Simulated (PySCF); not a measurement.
## A small calculation by hand: oscillator strength and radiative lifetime

(silylamino)silyloxymethane (CH9NOSi2), SMILES CO[SiH2]N[SiH3].

Coordinates come from a ωB97X-D3(BJ)/def2-SVP optimisation. The values are those of a single conformer.

TDDFT-B3LYP/def2-SVPD run with PySCF puts the first singlet state with f over 0.02 at 7.19 eV (vertical), with the transition dipole (-0.262, 0.280, 0.071) in atomic units.

Task: Find the oscillator strength, the wavelength and the radiative lifetime that this transition would have in vacuum if emission retraced absorption.

Result: 
|μ|² = 0.1521 au, so |μ| = 0.99 D. ΔE = 7.19/27.211 = 0.2642 hartree. f = (2/3) ΔE |μ|² = 0.027 (the program prints 0.027).
λ = 1239.84/7.19 = 172 nm; ν = 57991 cm⁻¹.
Einstein's coefficient A = 0.6670 ν² f s⁻¹ (ν in cm⁻¹) = 6.0e7 s⁻¹, so τ = 1/A = 17 ns. This state is S4; the lower singlets have f = 0.008, 0.001, 0.010. The figure is the radiative limit of this one transition; relaxation, internal conversion, crossing to triplets and a medium change what is measured.
